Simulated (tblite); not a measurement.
C8H13Al.
Numbering: `[CH:1]1=[CH:2][AlH:3][C@H:4]([CH:5]2[CH2:6][CH2:7][CH2:8]2)[CH2:9]1` (hydrogens: H10 on C1; H11 on C2; H12 on Al3; H13 on C4; H14 on C5; H15, H16 on C6; H17, H18 on C7; H19, H20 on C8; H21, H22 on C9)

Computed with GFN2-xTB (tblite), gas phase: L-BFGS steps from a force-field or distance-geometry start until the largest atomic force falls under 0.01 eV/Å.

Step 24: E = -673.3585 eV
```
atom  x, y, z in Å  |  force x, y, z in eV/Å
C1      2.8412    0.4396   -0.8156    0.009   0.016   0.017
C2      3.3426    0.5897    0.4199   -0.036  -0.005   0.036
Al3     1.7722    0.4228    1.5779   -0.015   0.023   0.131
C4      0.4350    0.3308    0.0853   -0.010  -0.021   0.012
C5     -0.7344   -0.6502    0.0977   -0.042  -0.024  -0.014
C6     -1.8265   -0.4131   -0.9702   -0.034   0.036  -0.015
C7     -2.8423   -0.0907    0.1365   -0.007  -0.011   0.001
C8     -1.7695   -0.3621    1.2033   -0.001   0.024  -0.005
C9      1.3957    0.1091   -1.1074   -0.017  -0.020  -0.001
H10     3.4654    0.4982   -1.7040    0.001  -0.010  -0.038
H11     4.4080    0.7738    0.5228   -0.006   0.031  -0.027
H12     1.5433    0.3971    3.1049    0.004  -0.025   0.009
H13    -0.0186    1.3315   -0.0310    0.066  -0.003  -0.085
H14    -0.3704   -1.6797    0.1056    0.044  -0.019   0.005
H15    -2.0791   -1.2857   -1.5710    0.022  -0.016   0.043
H16    -1.6171    0.4137   -1.6446    0.006   0.055  -0.019
H17    -3.6940   -0.7660    0.1726   -0.013  -0.030   0.011
H18    -3.2184    0.9312    0.1226    0.037  -0.005  -0.002
H19    -1.5077    0.5030    1.8129    0.012   0.034   0.037
H20    -1.9893   -1.1980    1.8651    0.024  -0.026  -0.043
H21     1.0722    0.6715   -1.9868    0.022   0.025  -0.044
H22     1.3812   -0.9469   -1.3973   -0.066  -0.031  -0.009
```

Step 25: E = -673.3603 eV
```
atom  x, y, z in Å  |  force x, y, z in eV/Å
C1      2.8434    0.4356   -0.8161    0.001   0.022   0.019
C2      3.3397    0.5991    0.4202   -0.039  -0.027   0.005
Al3     1.7700    0.4274    1.5800   -0.008   0.021   0.079
C4      0.4357    0.3356    0.0832   -0.021  -0.012   0.034
C5     -0.7336   -0.6452    0.0972   -0.067  -0.046   0.002
C6     -1.8269   -0.4117   -0.9707   -0.050   0.040   0.016
C7     -2.8438   -0.0913    0.1373    0.025  -0.009   0.002
C8     -1.7703   -0.3631    1.2050    0.021   0.026  -0.049
C9      1.3972    0.1076   -1.1078   -0.023  -0.019   0.020
H10     3.4680    0.4861   -1.7062   -0.008  -0.013   0.008
H11     4.4053    0.7795    0.5250    0.003   0.040  -0.026
H12     1.5444    0.3866    3.1060    0.000  -0.022   0.024
H13    -0.0170    1.3370   -0.0353    0.075  -0.017  -0.090
H14    -0.3674   -1.6738    0.1050    0.045  -0.025   0.003
H15    -2.0782   -1.2867   -1.5696    0.030   0.004   0.047
H16    -1.6187    0.4155   -1.6458   -0.007   0.037  -0.010
H17    -3.6960   -0.7667    0.1738    0.002  -0.015   0.005
H18    -3.2183    0.9316    0.1243    0.034  -0.020  -0.001
H19    -1.5090    0.5015    1.8171   -0.004   0.008   0.031
H20    -1.9876   -1.2045    1.8621    0.031   0.012  -0.053
H21     1.0761    0.6675   -1.9882    0.012   0.057  -0.070
H22     1.3767   -0.9482   -1.3974   -0.050  -0.043   0.004
```

Q: Estimate the geometry and energy of step 26. (The exact step hangs on the optimiser's Hessian estimate; all steps are aligned on step 25, rigid shifts and turns removed.)

A: E = -673.3620 eV, largest force 0.111 eV/Å
```
atom  x, y, z in Å  |  force x, y, z in eV/Å
C1      2.8450    0.4322   -0.8162   -0.019   0.015   0.016
C2      3.3365    0.6067    0.4209   -0.030  -0.038  -0.024
Al3     1.7676    0.4322    1.5840   -0.001   0.012   0.001
C4      0.4361    0.3392    0.0819   -0.019  -0.002   0.035
C5     -0.7338   -0.6412    0.0966   -0.054  -0.045   0.014
C6     -1.8280   -0.4098   -0.9713   -0.040   0.030   0.037
C7     -2.8451   -0.0919    0.1382    0.042  -0.002   0.004
C8     -1.7708   -0.3634    1.2062    0.034   0.019  -0.070
C9      1.3981    0.1056   -1.1082   -0.025  -0.014   0.024
H10     3.4697    0.4757   -1.7083   -0.018  -0.014   0.058
H11     4.4025    0.7855    0.5265    0.000   0.045  -0.021
H12     1.5454    0.3769    3.1080   -0.005  -0.017   0.046
H13    -0.0135    1.3416   -0.0411    0.069  -0.024  -0.084
H14    -0.3638   -1.6689    0.1047    0.030  -0.022  -0.003
H15    -2.0767   -1.2876   -1.5675    0.028   0.021   0.040
H16    -1.6201    0.4179   -1.6472   -0.023   0.012   0.006
H17    -3.6979   -0.7676    0.1750    0.019   0.001   0.000
H18    -3.2175    0.9316    0.1258    0.022  -0.023   0.002
H19    -1.5100    0.5002    1.8214   -0.019  -0.021   0.015
H20    -1.9852   -1.2101    1.8583    0.031   0.041  -0.054
H21     1.0801    0.6646   -1.9904    0.006   0.065  -0.062
H22     1.3711   -0.9502   -1.3980   -0.028  -0.038   0.018
```

The energy changes by -0.0017 eV. The first-order estimate −F·Δx gives -0.0024 eV and the mean of the old and new forces, exact on a quadratic surface, -0.0017 eV. The step makes an angle of 71° with the force vector and moves no atom by more than 0.011 Å.

What follows is the cost of the whole relaxation. On Arm Neoverse V1, one thread, shared host, this took 1.0 s.
